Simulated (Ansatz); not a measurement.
A trace of molecular dynamics of BCl$_{2}$HO (5 atoms, charge 0, multiplicity 1).

All numbers below come from RKS PBE0/6-31G* in Ansatz.

```yaml
ensemble: NVT, Langevin thermostat
set_temperature: 500 K
friction: 0.05 /fs
seed: 803935
```

```csv
time (fs),T (K),potential energy less start (eV)
0,400,0.000
9,881,5.522
18,2679,4.401
27,51457341,16.592
36,20894342,16.562
45,8555709,16.601
54,3475676,16.579
63,1418877,16.649
72,584435,16.592
81,238596,16.617
90,94846,16.579
99,39725,16.551
108,17014,16.629
117,6800,16.621
```

Task: Is this trajectory sound?

Result: The temperature shot up to 5.1e+07 K, far beyond the bath's, so the integration failed: the time step of 3 fs is too long for the fastest motions that this run met, and the later frames carry no physical meaning.

Run time: 4.1 min on 1 thread of Intel(R) Xeon(R) 6975P-C (Granite Rapids), on a shared host, peak memory 0.17 GiB.
